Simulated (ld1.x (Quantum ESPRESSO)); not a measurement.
**B: excitation energies, all-electron against ultrasoft**

```json
{
  "Element": "boron (B)",
  "Generator": "ld1.x (Quantum ESPRESSO) 7.5",
  "Type": "ultrasoft",
  "Functional": "revPBE",
  "Relativity": "scalar-relativistic",
  "Frozen core": "[He]",
  "Valence charge": "3",
  "Reference configuration": "2s1 2p0 (charge +2)",
  "Partial waves": "2s (bound): rcut 1.20, rcutus 1.55 bohr; 2s channel at -1 Ry: rcut 1.20, rcutus 1.55 bohr; 2p (bound, empty): rcut 2.35, rcutus 2.55 bohr; 2p channel at 2.85 Ry: rcut 2.35, rcutus 2.55 bohr",
  "Local potential": "all-electron potential smoothed inside 1.60 bohr (lloc = -2)",
  "Core correction": "a·sin(br)/r model core inside 1.35 bohr",
  "Augmentation charge": "PSQ, inside the norm-conserving radii"
}
```

Energies are relative to the spin-unpolarised reference configuration 2s1 2p0; without spin polarisation the order of configurations can differ from experiment.

```tsv
valence configuration	charge	ΔE all-electron (eV)	error AE − PS (meV)
2s2 2p1	0	-33.604	+21
2s2 2p0	+1	-25.434	+1.9
2s2 2p0.5	+0.5	-30.738	+20
2s0 2p3	0	-21.770	+114
2s1 2p2	0	-27.694	+61
2s1 2p1	+1	-19.216	+68
2s2 2p1.3	-0.3	-34.331	+15
```
